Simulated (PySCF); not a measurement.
SnCl₂, SMILES [Cl][Sn][Cl] (connectivity only; charge and spin as stated), neutral, multiplicity 1.

Geometry: PBE0-D3(BJ)/def2-TZVP. The isomer is the one that the SMILES or the coordinates give; other isomers of the formula were not compared. The def2 effective core potentials stand for the cores of Sn; spin–orbit coupling is left out.

Two levels are set side by side: PBE/def2-TZVPD (PySCF) and HF/def2-TZVPD (PySCF). Same geometry, gas phase. Differences are taken from unrounded values.

```json
[
 {"quantity": "orbital gap (eV)", "PBE": "3.19"},
 {"quantity": "highest occupied level (eV)", "PBE": "-7.02"},
 {"quantity": "lowest empty level (eV)", "PBE": "-3.83"},
 {"quantity": "dipole moment (D)", "PBE": "3.08"},
 {"quantity": "mean polarisability (bohr³)", "PBE": "72.8"}
]
```

Task: These are the PBE values. What does HF give? (An estimate is asked for; the answer gives what the named calculation found.)

Result: 
| quantity | HF | PBE minus HF |
|---|---|---|
| orbital gap (eV) | 9.85 | -6.65 |
| highest occupied level (eV) | -10.31 | 3.29 |
| lowest empty level (eV) | -0.46 | -3.36 |
| dipole moment (D) | 3.39 | -0.31 |
| mean polarisability (bohr³) | 67.3 | 5.5 |

Without exact exchange PBE keeps part of each electron's self-repulsion, which lifts occupied levels and narrows the gap. Loosely held outer electrons make PBE densities more polarisable. Differences between two approximate levels are no errors against the true value.

Rough cost on one machine, each run with all the roots and properties that it gave: HF against PBE about 1/2.
